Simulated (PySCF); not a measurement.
**Run record: Be8H23S2Br7N6**

The script drives PySCF SCF with an in-house response code with single-precision fitted integrals, so total energies wander by about 1e-6 Eh between cycles (the fitting error itself is about 1e-3 Eh and cancels in differences); atoms count from 0. Kgrid is the grid level of the response kernel; vcut the energy (Eh) above which virtual orbitals leave the response; delta the states run by ΔSCF (the anion only where the lumo is low enough to bind); pop asks for populations, which are stored and not printed; grid is the SCF grid level (2 if not given).

The bonding changed from the starting structure during the optimisation; the coordinates given are those used. Spin-orbit coupling is left out, which matters for the heavier atoms here. The basis has no diffuse functions, so the polarisability comes out too low.

Job and coordinates (Å):

```
{"job": {"kind": "uv", "basis": "def2-SVP", "grid": 1, "kgrid": 0, "vcut": 1.5, "nstates": 6, "ntriplets": 2, "tda": true, "delta": ["ip_vertical"], "pop": true, "xc": "PBE0"}, "charge": 0, "multiplicity": 1}
Be    -3.279662     1.780518     0.793446
Be     4.063378    -0.575272    -2.705829
Be     0.650390     0.052218     3.423140
Be     0.990157     0.060667    -2.039492
Be     2.989201    -1.023823     0.647256
Be     2.264210    -3.311221    -1.964535
Be    -1.157967    -1.113378     0.515910
Be     0.252033     2.238646     0.681836
Br    -3.246489    -0.240089     0.052167
Br    -1.756282     3.166869     0.147779
S      2.114611    -1.419183    -2.724917
Br     4.255381     0.214492    -0.440428
Br     2.653833    -0.523983     2.717018
Br    -1.119070    -1.140607     2.848713
Br     0.074119     2.117842     3.033001
S      0.327126     0.256096    -0.062150
Br     2.488708    -3.059654     0.305039
N      0.592869    -4.122007    -1.992158
H      0.274359    -4.216302    -2.947594
H      0.670425    -5.050491    -1.595896
H     -0.109348    -3.612245    -1.464281
N      1.649615     1.661762    -2.576846
H      1.853420     2.336219    -1.840804
H      2.567634     1.377060    -2.960063
H      1.186560     2.169807    -3.323264
N      0.775267    -0.151593     5.238158
H      1.513208     0.451714     5.595738
H     -0.042775     0.000023     5.826770
H      1.092556    -1.102053     5.417648
N     -4.867576     2.529543     0.352335
H     -4.969447     3.477206     0.706454
H     -4.925536     2.609547    -0.660983
H     -5.690012     2.003337     0.635027
N     -3.288362     1.699462     2.604550
H     -2.862107     0.821744     2.920076
H     -2.718994     2.433213     3.032125
H     -4.192306     1.729361     3.068355
N     -0.642560     0.005662    -3.085094
H     -0.304187    -0.337337    -3.977978
H     -1.297121    -0.684381    -2.729808
H     -1.156332     0.865303    -3.248694
H     -1.101439    -2.311456     0.011577
H      4.990204    -1.503849    -2.738090
H      1.241283     3.008889     0.338165
H      4.022626     0.576491    -3.412952
H      3.172240    -4.124666    -2.421070
```

Command:

```bash
OMP_NUM_THREADS=4 python large_run.py task.json out
```

Problem. What does the program print?

Solution. 
```
start: PBE on a coarse grid of 176228 points
cycle   1  E = -19269.8182587409  dE = -5.788e+00  |g| = 1.030e+00  |ddm| = 7.726e+00
cycle   2  E = -19262.7565322584  dE =  7.062e+00  |g| = 2.846e+00  |ddm| = 1.415e+01
cycle   3  E = -19269.6941692999  dE = -6.938e+00  |g| = 1.115e+00  |ddm| = 1.404e+01
cycle   4  E = -19270.0863721939  dE = -3.922e-01  |g| = 3.055e-01  |ddm| = 1.625e+00
cycle   5  E = -19270.1228216636  dE = -3.645e-02  |g| = 1.895e-01  |ddm| = 7.546e-01
cycle   6  E = -19270.1347204204  dE = -1.190e-02  |g| = 7.098e-02  |ddm| = 4.921e-01
cycle   7  E = -19270.1361237603  dE = -1.403e-03  |g| = 1.862e-02  |ddm| = 1.412e-01
cycle   8  E = -19270.1362141325  dE = -9.037e-05  |g| = 6.688e-03  |ddm| = 3.681e-02
final grid: 176228 points
cycle   9  E = -19270.9484207220  dE = -1.314e-02  |g| = 1.169e-01  |ddm| = 5.837e-01
cycle  10  E = -19270.9485741936  dE = -1.535e-04  |g| = 9.610e-02  |ddm| = 1.932e-01
cycle  11  E = -19270.9495345976  dE = -9.604e-04  |g| = 1.150e-02  |ddm| = 9.907e-02
cycle  12  E = -19270.9495728584  dE = -3.826e-05  |g| = 2.012e-03  |ddm| = 1.986e-02
cycle  13  E = -19270.9495775947  dE = -4.736e-06  |g| = 6.623e-04  |ddm| = 4.926e-03
cycle  14  E = -19270.9495791299  dE = -1.535e-06  |g| = 1.947e-04  |ddm| = 1.573e-03
cycle  15  E = -19270.9495777604  dE =  1.369e-06  |g| = 3.210e-05  |ddm| = 4.174e-04
converged SCF energy = -19270.9495777604
Vertical ionisation energy (delta-SCF) = 5.9108 eV   <S^2> = 0.756

Static polarisability (au): isotropic 328.498, principal 294.232 314.771 376.490

Singlet excitations
state   eV       nm        f      main configurations
  1   2.7357    453.2   0.00090   H->L 1.00
  2   3.1623    392.1   0.00356   H-1->L 1.00
  3   3.4302    361.4   0.00040   H->L+1 1.00
  4   3.6211    342.4   0.00055   H-2->L 0.99
  5   3.7437    331.2   0.00215   H-3->L 0.99
  6   3.8770    319.8   0.01173   H-1->L+1 0.99

Triplet excitations (Tamm-Dancoff, eV): 2.7347 3.1596
```

The run took 5.1 min of wall time on 4 threads of Arm Neoverse N1 (shared host), peak memory 3.6 GiB.
